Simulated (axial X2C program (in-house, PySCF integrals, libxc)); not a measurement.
# Nuclear properties of SnSe⁻

Computed with an in-house all-electron X2C program for linear molecules (integrals from PySCF): two-component X2C with atomic mean-field Coulomb and Gaunt terms, Gaussian nuclei, basis Sn dyall-acv3z, Se dyall-acv3z with contracted cores.

R = 2.437 Å (near the PBE0 minimum at charge -1 of the determinant lowest at the starting distance; the state shown can have its own minimum elsewhere).

Input and command:
```json
{"zs": [50, 34], "q": -1, "bas": ["dyall-acv3z", "dyall-acv3z"], "r0": 2.37, "levels": ["PBE0", "HF", "LDA", "TPSSh", "BHandHLYP"], "nst": 3}
```
```bash
python soeom.py task.json out
```

Keys: zs atomic numbers; q charge; bas basis sets; r0 starting distance in Å; levels methods; nst determinants followed.

Determinant lowest in the PBE0 search, Ω = 1/2 (⟨Sz⟩ = -0.50, ⟨Lz⟩ = 1.00 at PBE0), spin on the atoms Sn -0.48, Se -0.02:

```tsv
level	Eeff magnitude (GV/cm)	Ws magnitude Sn (kHz)	Ws magnitude Se (kHz)	A∥/gI Sn (MHz)	qzz Sn (a.u.)	A∥/gI Se (MHz)	qzz Se (a.u.)
PBE0	0.0674	0.282	0.0758	1830	-2.93	501	1.17
HF	1.05	1.5	0.149	1840	-4.04	395	1.53
LDA	0.38	0.273	0.0381	1710	-2.50	558	0.99
TPSSh	0.0467	0.221	0.0549	1780	-2.67	512	1.11
BHandHLYP	0.253	0.0255	0.146	1720	-3.19	437	1.29
```

Determinant 0.22 eV from it at PBE0 and this distance, Ω = 3/2 (⟨Sz⟩ = 0.50, ⟨Lz⟩ = 1.00 at PBE0), spin on the atoms Sn 0.49, Se 0.01:

| level | Eeff magnitude (GV/cm) | Ws magnitude Sn (kHz) | A∥/gI Sn (MHz) | qzz Sn (a.u.) | A∥/gI Se (MHz) | qzz Se (a.u.) |
| --- | --- | --- | --- | --- | --- | --- |
| PBE0 | 1.18 | 0.474 | 87.3 | -3.38 | 124 | 1.12 |
| HF | 5.17 | 1.9 | 7.92 | -4.44 | 114 | 1.54 |
| LDA | 0.52 | 0.214 | 143 | -2.97 | 119 | 0.92 |
| TPSSh | 0.984 | 0.395 | 89.5 | -3.10 | 129 | 1.05 |
| BHandHLYP | 1.1 | 0.456 | 178 | -3.68 | 111 | 1.25 |

Eeff is the effective electric field on the electron electric dipole moment in this Ω state and Ws the scalar–pseudoscalar constant of the nucleus named (defined with the proton number Z and per Ω); A∥ (defined per Ω) follows by multiplying with gI = μI/(I μN); qzz is the electric field gradient, eQq0 = 234.96 MHz × Q/barn × qzz. The operators were transformed with the bare-nucleus X2C matrices; with these basis sets, hyperfine constants and field gradients can be off by tens of per cent, and where levels differ in sign neither size nor sign is settled.

With gI(119Sn) = -2.0946, gI(77Se) = 1.0701 (g factors from the IAEA table of nuclear moments by Stone), turn the PBE0 values of the first state into constants in MHz.

A∥(119Sn) = 1830 × -2.0946 = -3830 MHz; A∥(77Se) = 501 × 1.0701 = 536 MHz.

Each state is one determinant with collinear spin. Unrestricted Hartree–Fock can overshoot spin polarisation at the nuclei. In the state Ω = 1/2 the sign of Eeff differs between levels (LDA, BHandHLYP against PBE0). For an anion, determinants above electron detachment, or with a positive highest level, are held by the basis set. Where Eeff spreads by more than a factor of two the levels disagree and none is to be relied on. The search compared states at one distance, so a state with another bond length can lie lower. The sign of Ws at Sn differs between levels in the first state. The sign of Ws at Se differs between levels in the second state. Further determinants of the search, some of them spin-mixed, are not shown. PBE0 term energies can be off by some tenths of an eV.
